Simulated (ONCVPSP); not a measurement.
**What the settings do to the ONCV potential of antimony (Sb)**

Base potential:

```
Element                 : antimony
Generator               : ONCVPSP 4.0.1
Type                    : optimised norm-conserving Vanderbilt (ONCV)
Functional              : PBE
Relativity              : scalar-relativistic
Frozen core             : [Kr]
Valence charge          : 15
Reference configuration : 4d10 5s2 5p2.5 (charge +0.5)
Partial waves           : 5s: rc 1.90 bohr, ncon 3, nbas 8, qcut 3 1/bohr, 3 projectors, debl 2 Ha; 5p: rc 2.05 bohr, ncon 4, nbas 8, qcut 3.6 1/bohr, 2 projectors, debl 3.5 Ha; 4d: rc 1.40 bohr, ncon 4, nbas 8, qcut 9.9 1/bohr, local
Local potential         : the d channel
Core correction         : Teter function, fcfact 2.5, rcfact 1.6
```

All-electron outer shells of the reference configuration (PBE, scalar-relativistic, ld1.x):

```tsv
shell	level (eV)	outermost node (bohr)	outermost maximum (bohr)
4s	-152.90	0.39	0.73
4p	-105.85	0.39	0.76
4d	-37.56	0.38	0.84
5s	-16.59	0.95	1.88
5p	-8.27	1.04	2.29
```

Cutoffs, loose and tight: the cutoffs (Ha) at which the residual kinetic energy of the hardest occupied pseudo-wave falls to 1 and 0.1 mHa per electron. They do not see the model core or the augmentation charge, which bear on the density cutoff. Test errors are all-electron minus pseudo excitation energies from the reference, over the configurations 4d10 5s2 5p3; 4d10 5s2 5p2; 4d10 5s2 5p1; 4d10 5s1 5p3. A dash means not determined; rows that change the core or the reference have their own tests.

A true bound ghost makes a file unfit for plane-wave use even where its test errors are small: the radial tests pick states by their node count and pass the ghost by.

| change | outcome | cutoff, loose | cutoff, tight | bound ghosts | GHOST(+) flags above zero | largest test error (meV) |
| --- | --- | --- | --- | --- | --- | --- |
| base | generated | 40 Ha | 55 Ha | none | s, p | -4.5 |
| s: qcut 4.4 | failed: ERROR pspot: first pseudo wave function has node, program will stop | – | – | – | – | – |
| core correction Teter function, fcfact 4.4, rcfact 1.6 | generated | 40 Ha | 55 Ha | none | s, p | -6.4 |
| core correction Teter function, fcfact 2.5, rcfact 1 | generated | 40 Ha | 55 Ha | none | s, p | -2.6 |
| s: qcut 2.7; p: qcut 3.2; d: qcut 8.8 | generated | 43 Ha | 74 Ha | none | s, p | -4.5 |
| d: nproj 1; local potential polynomial inside 1.25 bohr (lpopt 5, dvloc0 0 Ha) | generated | 40 Ha | 55 Ha | none | s, p | -4.8 |
| all radii but the core radius scaled by about 1.04 (s 1.96, p 2.12, d 1.46 bohr) | generated | 39 Ha | 53 Ha | none | s, p | -4.9 |
| core correction none | generated | 40 Ha | 55 Ha | none | s, p | -2.5 |

What comes out with this change to the base: functional PBEsol?

outcome: generated; cutoff, loose: 40 Ha; cutoff, tight: 56 Ha; bound ghosts: none; GHOST(+) flags above zero: s, p; largest test error (meV): -5.5.

What comes out with this change to the base: d: rc 1.6?

outcome: generated; cutoff, loose: 37 Ha; cutoff, tight: 55 Ha; bound ghosts: none; GHOST(+) flags above zero: s, p; largest test error (meV): -4.5.

What comes out with this change to the base: s: qcut 3.3?

outcome: generated; cutoff, loose: 40 Ha; cutoff, tight: 51 Ha; bound ghosts: s; GHOST(+) flags above zero: p; largest test error (meV): -4.3.
